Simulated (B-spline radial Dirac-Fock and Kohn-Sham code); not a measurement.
Method: configuration-average Dirac-Fock orbitals. Computed with an atomic code on a B-spline grid.

Question: This computed X-ray form factor belongs to an atom or ion in its tabulated ground configuration. Which?

```tsv
sin θ/λ (Å⁻¹)	f₀
0.2	28.982
0.5	19.443
0.7	15.112
0.9	11.631
1.2	8.249
2	5.200
3	3.236
3.5	2.504
5	1.436
```

Answer: Rb³⁺, with 34 electrons in [Ar] 3d10 4s2 4p4. f₀ tends to the number of electrons as s goes to zero, which the first rows give only roughly, and the rate of fall reflects the nuclear charge, 37.

Question: This computed X-ray form factor belongs to an atom or ion in its tabulated ground configuration. Which?

```csv
sin θ/λ (Å⁻¹),f₀
0.04,3.964
0.07,3.893
0.11,3.746
0.21,3.207
0.32,2.568
0.39,2.236
0.48,1.922
2.03,0.526
2.49,0.338
```

Answer: N³⁺, with 4 electrons in [He] 2s2. f₀ tends to the number of electrons as s goes to zero, which the first rows give only roughly, and the rate of fall reflects the nuclear charge, 7.

Question: This computed X-ray form factor belongs to an atom or ion in its tabulated ground configuration. Which?

| sin θ/λ (Å⁻¹) | f₀ |
| --- | --- |
| 0.11 | 33.776 |
| 0.18 | 33.407 |
| 0.21 | 33.198 |
| 0.45 | 30.607 |
| 0.62 | 28.111 |
| 0.73 | 26.381 |
| 1.38 | 17.509 |
| 1.61 | 15.258 |
| 2.59 | 8.665 |

Answer: Ho³³⁺, with 34 electrons in [Ar] 3d10 4s2 4p4. f₀ tends to the number of electrons as s goes to zero, which the first rows give only roughly, and the rate of fall reflects the nuclear charge, 67.

Question: This computed X-ray form factor belongs to an atom or ion in its tabulated ground configuration. Which?

| sin θ/λ (Å⁻¹) | f₀ |
| --- | --- |
| 0.05 | 14.993 |
| 0.15 | 14.933 |
| 0.35 | 14.643 |
| 0.8 | 13.294 |
| 0.9 | 12.902 |
| 1.6 | 9.944 |
| 2 | 8.485 |
| 2.5 | 7.107 |
| 3.5 | 5.377 |

Answer: Nd⁴⁵⁺, with 15 electrons in [Ne] 3s2 3p3. f₀ tends to the number of electrons as s goes to zero, which the first rows give only roughly, and the rate of fall reflects the nuclear charge, 60.
